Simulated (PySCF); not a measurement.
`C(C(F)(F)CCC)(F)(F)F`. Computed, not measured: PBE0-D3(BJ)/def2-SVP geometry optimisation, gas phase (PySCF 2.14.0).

```
atom  x, y, z in Å
C1    -2.4288   -0.5448   -0.4463
C2    -1.3646    0.3084    0.2235
C3     0.0353   -0.2594    0.0340
C4     1.0954    0.5722    0.7117
F5     1.0879    1.8386    0.2420
F6     0.8799    0.6345    2.0444
C7     2.5267    0.0375    0.5200
F8     3.4048    0.7989    1.1536
F9     2.8398    0.0139   -0.7734
F10    2.6173   -1.2027    0.9948
H11   -2.4413   -1.5670   -0.0355
H12   -2.2537   -0.6269   -1.5309
H13   -3.4317   -0.1166   -0.3029
H14   -1.5712    0.3942    1.3023
H15   -1.3920    1.3338   -0.1783
H16    0.2923   -0.3227   -1.0351
H17    0.1022   -1.2798    0.4431
```

Q: Which two atoms are farthest apart?

A: F8···H13, 7.05 Å; the next longest distance is 6.42 Å.

Q: Work out the bond lengths C1–H12, C2–H14, C4–C7, C7–F8, C7–F10 in bohr.

A: For C1–H12 the difference vector is (0.1751, -0.0821, -1.0846) Å, of length 1.1017 Å. 1 bohr = 0.529177 Å. C1–H12 2.082; C2–H14 2.082; C4–C7 2.910; C7–F8 2.501; C7–F10 2.515 bohr.

Q: Where is the centre of mass (commonest isotopes), and what is the radius of gyration?

A: Mass 162.047 u; centre at (1.193, 0.239, 0.498) Å; Rg = √(Σ m r²/M) = 2.157 Å. As Ia + Ib + Ic = 2 Σ m r², the three principal moments sum to 1507.3 u·Å².

Q: What is the repulsion energy of the bare nuclei, Σ ZA·ZB/RAB?

A: 637.78 Eh over 136 pairs, with full nuclear charges and distances in bohr; the largest single term is 21.59 Eh (C7 with F8).

Q: Give the dihedral angles F6–C4–C7–F10, F5–C4–C7–F8, H14–C2–C3–C4, H13–C1–C2–H14, H16–C3–C4–F6, F6–C4–C7–F9.

A: F6–C4–C7–F10 64° (synclinal); F5–C4–C7–F8 58° (synclinal); H14–C2–C3–C4 -57° (synclinal); H13–C1–C2–H14 59° (synclinal); H16–C3–C4–F6 -177° (antiperiplanar); F6–C4–C7–F9 -177° (antiperiplanar). Dihedral signs follow IUPAC: positive where, seen along the central bond, the front bond turns clockwise onto the rear one.

Q: Write the matrix of distances between heavy atoms (Å, lower triangle).

A: 
```
C1    0.000
C2    1.520  0.000
C3    2.527  1.523  0.000
C4    3.874  2.522  1.508  0.000
F5    4.304  2.891  2.356  1.351  0.000
F6    4.306  2.909  2.357  1.351  2.178  0.000
C7    5.082  3.912  2.556  1.540  2.322  2.322  0.000
F8    6.196  4.884  3.705  2.362  2.698  2.682  1.324  0.000
F9    5.308  4.331  2.931  2.358  2.726  3.488  1.331  2.156  0.000
F10   5.289  4.328  2.912  2.355  3.486  2.738  1.331  2.157  2.158  0.000
```

Not checked by PBE0-D3(BJ)/def2-SVP frequencies. One conformer, not necessarily the lowest.

The run took about 4 min of CPU time (one thread, shared machine). That covers the optimisation of the geometry.
